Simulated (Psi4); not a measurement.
ammonia borane (H₆BN), singlet, at a GFN2-xTB geometry; Psi4 with HF/aug-cc-pVDZ.

The Psi4 input:
```
memory 2 GB

molecule {
0 1
B    -0.91491923    0.11210003   -0.01661920
N     0.73087909   -0.08955061    0.01327617
H    -1.31399349   -0.64168266   -0.84737361
H    -1.09154966    1.25500958   -0.29974635
H    -1.29004994   -0.16052617    1.07999077
H     0.93390981   -1.05286399    0.25124010
H     1.12008257    0.53455889    0.70957279
H     1.10004319    0.13185843   -0.90352092
}

set {
  basis aug-cc-pvdz
  scf_type pk
  puream true
  d_convergence 1e-8
}

energy('scf')
print_variables()
```

### Question
What does Psi4 print? Leave out banner, timings and long lists.

### Answer

```
   => Loading Basis Set <=

    Name: AUG-CC-PVDZ
    Role: ORBITAL
    Keyword: BASIS

         ---------------------------------------------------------
                                   SCF
               by Justin Turney, Rob Parrish, Andy Simmonett
                          and Daniel G. A. Smith
                              RHF Reference
         ---------------------------------------------------------

  ==> Geometry <==

    Molecular point group: c1
    Full point group: C1

    Geometry (in Angstrom), charge = 0, multiplicity = 1:

       Center              X                  Y                   Z               Mass
    ------------   -----------------  -----------------  -----------------  -----------------
         B           -0.902560095796     0.110585736368    -0.016394698915    11.009305360000
         N            0.743238224204    -0.091064903632     0.013500671085    14.003074004430
         H           -1.301634355796    -0.643196953632    -0.847149108915     1.007825032230
         H           -1.079190525796     1.253495286368    -0.299521848915     1.007825032230
         H           -1.277690805796    -0.162040463632     1.080215271085     1.007825032230
         H            0.946268944204    -1.054378283632     0.251464601085     1.007825032230
         H            1.132441704204     0.533044596368     0.709797291085     1.007825032230
         H            1.112402324204     0.130344136368    -0.903296418915     1.007825032230

  Running in c1 symmetry.

  Rotational constants: A =      2.49227  B =      0.59398  C =      0.59398 [cm^-1]
  Rotational constants: A =  74716.26007  B =  17807.03210  C =  17807.03210 [MHz]
  Nuclear repulsion =   40.787996534314189

  Charge       = 0
  Multiplicity = 1
  Electrons    = 18
  Nalpha       = 9
  Nbeta        = 9

  ==> Algorithm <==

  SCF Algorithm Type is PK.
  DIIS enabled.
  MOM disabled.
  Fractional occupation disabled.
  Guess Type is SAD.
  Energy threshold   = 1.00e-06
  Density threshold  = 1.00e-08
  Integral threshold = 1.00e-12

  ==> Primary Basis <==

  Basis Set: AUG-CC-PVDZ
    Blend: AUG-CC-PVDZ
    Number of shells: 48
    Number of basis functions: 100
    Number of Cartesian functions: 104
    Spherical Harmonics?: true
    Max angular momentum: 2

  ==> Integral Setup <==

  Using in-core PK algorithm.
   Calculation information:
      Number of atoms:                   8
      Number of AO shells:              48
      Number of primitives:             92
      Number of atomic orbitals:       104
      Number of basis functions:       100

      Integral cutoff                 1.00e-12
      Number of threads:                 1

  Performing in-core PK
  Using 25507550 doubles for integral storage.
  We computed 692076 shell quartets total.
  Whereas there are 692076 unique shell quartets.

  ==> DiskJK: Disk-Based J/K Matrices <==

    J tasked:                  Yes
    K tasked:                  Yes
    wK tasked:                  No
    Schwarz Cutoff:          1E-12

  Minimum eigenvalue in the overlap matrix is 6.4360582433E-05.
  Reciprocal condition number of the overlap matrix is 5.5675879014E-06.
    Using symmetric orthogonalization.

  ==> Pre-Iterations <==

  SCF Guess: Superposition of Atomic Densities via on-the-fly atomic UHF (no occupation information).

   -------------------------
    Irrep   Nso     Nmo
   -------------------------
     A        100     100
   -------------------------
    Total     100     100
   -------------------------

  ==> Iterations <==

                        Total Energy        Delta E     RMS |[F,P]|

   @RHF iter SAD:   -81.97983315042748   -8.19798e+01   0.00000e+00
   @RHF iter   1:   -82.51508453906348   -5.35251e-01   4.24152e-03 DIIS/ADIIS
   @RHF iter   2:   -82.61156078974317   -9.64763e-02   1.71798e-03 DIIS/ADIIS
   @RHF iter   3:   -82.62601378442787   -1.44530e-02   3.78006e-04 DIIS/ADIIS
   @RHF iter   4:   -82.62722098063045   -1.20720e-03   1.15267e-04 DIIS/ADIIS
   @RHF iter   5:   -82.62732037591169   -9.93953e-05   2.08824e-05 DIIS
   @RHF iter   6:   -82.62732650346356   -6.12755e-06   3.60179e-06 DIIS
   @RHF iter   7:   -82.62732666993514   -1.66472e-07   7.10212e-07 DIIS
   @RHF iter   8:   -82.62732667588185   -5.94670e-09   1.34770e-07 DIIS
   @RHF iter   9:   -82.62732667614738   -2.65530e-10   2.10079e-08 DIIS
   @RHF iter  10:   -82.62732667615401   -6.63647e-12   3.31586e-09 DIIS
  Energy and wave function converged.

  ==> Post-Iterations <==

    Orbital Energies [Eh]
    ---------------------

    Doubly Occupied:

[...]
    Virtual:

[...]
     100A      3.524513

    Final Occupation by Irrep:
              A
    DOCC [     9 ]
    NA   [     9 ]
    NB   [     9 ]

  @RHF Final Energy:   -82.62732667615401

   => Energetics <=

    Nuclear Repulsion Energy =             40.7879965343141890
    One-Electron Energy =                -190.9833712136997406
    Two-Electron Energy =                  67.5680480032315529
    Total Energy =                        -82.6273266761540128

Computation Completed

Properties will be evaluated at   0.000000,   0.000000,   0.000000 [a0]

Properties computed using the SCF density matrix

 Multipole Moments:

 ------------------------------------------------------------------------------------
     Multipole            Electronic (a.u.)      Nuclear  (a.u.)        Total (a.u.)
 ------------------------------------------------------------------------------------

 L = 1.  Multiply by 2.5417464519 to convert [e a0] to [Debye]
 Dipole X            :          1.6198034            0.4203967            2.0402001
 Dipole Y            :         -0.1984657           -0.0515089           -0.2499745
 Dipole Z            :          0.0294232            0.0076364            0.0370595
 Magnitude           :                                                    2.0557911

 ------------------------------------------------------------------------------------

  Variable Map:
  ----------------------------------------------------------------------------
[...]
  Array Variable Map:
  ----------------------------------------------------------------------------
[...]
[...]
```
